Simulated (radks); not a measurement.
Valence configurations of C I (all share [He]). Method: non-relativistic Kohn-Sham, r2SCAN, spin-polarised, spherical densities, point nucleus; open shells are filled with parallel spins first; meta-GGA in the generalised Kohn-Sham scheme; computed with a radial shooting solver on a logarithmic mesh with Libxc functionals. Energies are relative to 2s2 2p2; eigenvalues in eV for spin up.

\begin{tabular}{lrrrr}
valence & E (eV) & moment (Bohr magnetons) & e(2p) & e(2s) \\ \hline
2s2 2p2 & 0.000 & 2 & -6.386 & -15.692 \\
2s1.5 2p2.5 & 2.221 & 3 & -6.964 & -16.375 \\
2p4 & 18.190 & 2 & -7.694 & - \\
2s1 2p3 & 3.121 & 4 & -7.263 & -16.671 \\
2s0.5 2p3.5 & 11.089 & 3 & -7.886 & -17.324 \\
\end{tabular}

NIST lists [He] 2s2 2p2 as the ground configuration; this level of theory agrees among the configurations tried. The energies are those of spherical high-spin densities, not of single terms.
